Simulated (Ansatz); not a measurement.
A run for Ansatz (an electronic-structure program): R-B3LYP/def2-TZVPP on H3NPb (SMILES [NH2][PbH]), atoms moved off the minimum. Elements past Kr take the def2 small-core potentials; no spin–orbit coupling.

Ansatz 0.2 input:
```yaml
crystal:
  periodic: [false, false, false]
  atoms:
    - {symbol: Pb, position_ang: [0.04373586, 0.16180675, 0.23257533]}
    - {symbol: H, position_ang: [-0.75718906, 1.19953640, -1.22725307]}
    - {symbol: N, position_ang: [0.62004723, -1.21193059, -1.24994828]}
    - {symbol: H, position_ang: [0.43667101, -1.20444919, -2.24018629]}
    - {symbol: H, position_ang: [1.08671434, -2.25162435, -1.11912821]}
basis:
  gaussian:
    orbitals: def2-TZVPP
hamiltonian:
  xc: {name: B3LYP}
scf: {lower_state_search: off}
output: {forces: true}
```

Program output:

```
WARN ansatz: RAYON_NUM_THREADS=1 ignored (pool sized by the plan → 1); use --threads N
Functional definition: B3LYP
these checks for a lower state are left out or cut short: stability, starts, cluster_reference, orbital_swaps, neighbouring_geometries, increment
integrals: 0.03 GiB planned
762 factors; their error is unknown
mean field: 0.36 GiB planned
mean field evaluation 1: about -6779.1135 eV, gradient 7.0e1 eV
mean field evaluation 2: about -6714.6486 eV, gradient 1.5e2 eV
mean field evaluation 4: about -6788.9895 eV, gradient 1.3e1 eV
mean field evaluation 8: about -6789.3060 eV, gradient 1.8e-1 eV
mean field evaluation 16: about -6789.3398 eV, gradient 5.2e-3 eV
mean field -6789.33977413 eV, -249.5036347195 hartree, gradient 6.3e-6 eV, S^2 0.000000; 0 other end points of the search recorded, 0 dependent functions left out
the calculation of the forces begins
reference -6789.33999721 eV, -249.5036429175 hartree; 16, 16 occupied and 107, 107 virtual orbitals, 762 factors
Total energy: -6789.33999721 eV, -249.5036429175 hartree
Atom 0 at     0.043736     0.161807     0.232575 Å, force    -0.445962     0.619936    -0.447914 eV/Å
Atom 1 at    -0.757189     1.199536    -1.227253 Å, force     0.270563    -0.250056     0.638478 eV/Å
Atom 2 at     0.620047    -1.211931    -1.249948 Å, force     1.912774    -4.431859    -0.062766 eV/Å
Atom 3 at     0.436671    -1.204449    -2.240186 Å, force    -0.283014     0.512138    -0.178173 eV/Å
Atom 4 at     1.086714    -2.251624    -1.119128 Å, force    -1.454361     3.549842     0.050374 eV/Å
Dipole moment:     0.100619    -0.197330     0.251380 e Å
Checks for a lower state left out: stability, starts, cluster_reference, orbital_swaps, neighbouring_geometries, increment
```

Self-consistency was reached.

Cost: around 3 core-seconds (rough).
